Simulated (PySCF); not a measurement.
## Identify the compound

An unknown has the formula C₆H₆O₂. Its calculated NMR data are:

1H NMR (600 MHz, computed): δ 7.41 (t, J = 8.9 Hz, 1H), 6.86 (t, J = 2.3 Hz, 1H), 6.09 (dd, J = 8.9, 2.3 Hz, 2H), 4.00 (br s, 2H).

13C{1H} NMR (computed): δ 168.4 (C), 143.0 (CH), 107.1 (CH), 106.3 (CH).

PySCF 2.14 calculation with structure optimised with PBE0-D3(BJ)/def2-SVP, couplings computed with B3LYP/pcJ-1 (without the spin–dipole term) and σ from GIAO-HF/pcSseg-1; single conformer, isolated molecule, no relativistic terms, averaged over atoms made equivalent by symmetry, fast rotation or ring inversion.

References, each an isolated molecule treated in the same way: TMS for 1H (σref 31.69), 13C (σref 190.85).

Q: Propose a structure and justify it.

A: 
- The formula gives 4 degrees of unsaturation (1 ring in the answer).
- 4 carbon signals for 6 carbons: some carbons are equivalent by symmetry or fast rotation.
- Carbon types of the structure: 2 × C, 4 × CH, leaving 2 H on heteroatoms.
- δC 168.4: aromatic carbon bearing oxygen; the electronegative substituent deshields the carbon that carries it.
- δC 143.0, 107.1, 106.3: aromatic CH.
- δH 7.41, 6.86, 6.09: hydrogen on an aromatic CH.
- δH 4.00: hydrogen on a phenol-type oxygen; exchangeable; this is the value without hydrogen bonding to other molecules.
- The protons at 6.09 and 7.41 share a coupling of 8.9 Hz (vicinal, an ortho-type coupling).

Structure: SMILES Oc1cccc(O)c1.

The data come from this structure; uniqueness wasn't tested.

OH/NH shifts are gas-phase values; hydrogen bonding in solution moves them, usually downfield. Splittings below 1 Hz are ignored in the labels, and close J values are merged. Unscaled 3J(H,H) at this level run about 10 % above measured values. Shifts are as computed. Against solution values, carbons near 30 ppm lie about -0 ppm off and those near 130 ppm about +7 ppm. Of 1211 compounds with measured shifts, 218 miss one by over three times the rms of a fit or turn the order of signals round; such compounds aren't used in these exercises.
